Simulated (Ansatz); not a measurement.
A nudged elastic band was laid between two geometries of BrH + H4SSi (8 atoms, charge 0, multiplicity 1).

Computed with RKS PBE0-D4/def2-SVP (Ansatz 0.2.0).

| Property | Result |
| --- | --- |
| movable images | 5 |
| climbing image | yes |
| spring | 5.0 eV/Å² |
| optimiser | quadratic models (default) |
| start path | through a guess of the saddle point |
| force threshold | 0.05 eV/Å |
| iteration limit | 60 |
| end points | relaxed |

First end point:

```xyz
8
Properties=species:S:1:pos:R:3
Si -0.329 -1.098 -0.003
S 1.421 0.063 0.524
H -0.121 -1.451 -1.434
H -0.404 -2.333 0.833
H -1.568 -0.288 0.176
H 0.443 1.899 -0.576
Br -0.426 2.816 -1.280
H 0.983 0.392 1.760
```

Last end point:

```xyz
8
Properties=species:S:1:pos:R:3
Si -1.100 -0.690 -0.435
S 2.285 0.432 0.563
H -0.048 -1.160 -1.373
H -0.785 -1.041 0.975
H -2.423 -1.259 -0.817
H 1.624 1.429 -0.063
Br -1.285 1.535 -0.603
H 1.732 0.752 1.753
```

**Question.** Which bonds break or form, and what moves?

**Answer.** Bonds broken: Si1–S2, H6–Br7. Bonds formed: Si1–Br7, S2–H6. BrH + H4SSi becomes BrH3Si + H2S.

**Question.** What energy profile does the band end with?

**Answer.** It converged. The highest image is number 2 of 0 to 6, 1.16 eV above the first end and 1.40 eV above the last; the last end lies 0.25 eV below the first. A vibrational analysis at the climbing image gives one clearly imaginary mode, 340i cm⁻¹: a first-order saddle point. The orbitals stay closed-shell, which can raise the energy where a bond breaks towards radicals; this wasn't checked here.

```tsv
image	path coordinate (Å)	energy (eV)	Si1–S2 (Å)	H6–Br7 (Å)	Si1–Br7 (Å)
0	0.00	0.00	2.17	1.45	4.12
1	0.92	0.25	2.21	1.50	3.31
2	1.84	1.16	2.45	2.03	2.67
3	2.56	0.68	2.97	2.29	2.36
4	3.27	-0.01	3.48	2.51	2.26
5	3.99	-0.22	3.78	2.85	2.24
6	4.71	-0.25	3.70	2.96	2.24
```

**Question.** What is the geometry of the highest image?

**Answer.** 
```xyz
8
Properties=species:S:1:pos:R:3
Si -0.556 -0.697 -0.237
S 1.554 0.251 0.560
H -0.273 -1.149 -1.621
H -0.206 -1.874 0.641
H -1.955 -0.415 0.187
H 1.072 1.394 -0.150
Br -0.666 1.820 -1.114
H 1.029 0.671 1.734
```

**Question.** What are the harmonic wavenumbers there?

**Answer.** 340i, 138, 209, 227, 275, 461, 532, 647, 749, 850, 959, 1068, 1117, 1879, 2142, 2238, 2292, 2712 cm⁻¹.

Run time: 110 s on 2 threads of Intel(R) Xeon(R) 6975P-C (Granite Rapids), with other jobs on the host, peak memory 0.23 GiB.
